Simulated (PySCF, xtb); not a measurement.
AlBr2, SMILES [Br][Al+][Br], charge +1.

Harmonic wavenumbers (cm⁻¹) from GFN2-xTB (xtb) at its own minimum, in rising order: 164, 164, 260, 696.

Task: What does PBE-D3(BJ)/def2-TZVP (PySCF) give at its own minimum? (An estimate is asked for; the answer gives what the named calculation found.)

Result: 109, 109, 247, 650. Paired by order, the mean absolute difference is 42 cm⁻¹ and the zero-point energies are 1.8 and 1.6 kcal/mol.
